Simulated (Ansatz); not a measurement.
Al(H2S)Cl3 (AlH₂SCl₃) was relaxed with PBE0-D4 (def2-SVP) in Ansatz in these states: charge +1 doublet, neutral singlet. The geometries follow in no particular order.

A:

```xyz
7

Al   -0.358   -0.787    0.184
S     1.316    0.888   -0.143
H     0.592    1.833   -0.797
H     1.239    1.496    1.070
Cl   -0.513   -1.763   -1.761
Cl   -2.256   -0.015   -0.564
Cl   -0.020   -1.651    2.012
```

B:

```xyz
7

Al    0.058    0.958    0.308
S    -0.684   -1.215   -0.656
H     0.445   -1.480   -1.354
H    -0.311   -1.994    0.386
Cl   -0.060    2.130   -1.436
Cl    1.988    0.427    0.978
Cl   -1.437    1.173    1.774
```

**Question.** Judge from the bond lengths which geometry belongs to which state (an estimate).

**Answer.** A is the charge +1 doublet (Al1–S2 2.391 Å, Al1–Cl5 2.182 Å, Al1–Cl6 2.181 Å); B is the neutral singlet (Al1–S2 2.490 Å, Al1–Cl5 2.105 Å, Al1–Cl6 2.111 Å).

In the charge 1 doublet, Cl5 and Cl6 lie 2.74 Å apart (atoms count from 1), so these atoms are partly bonded to each other.
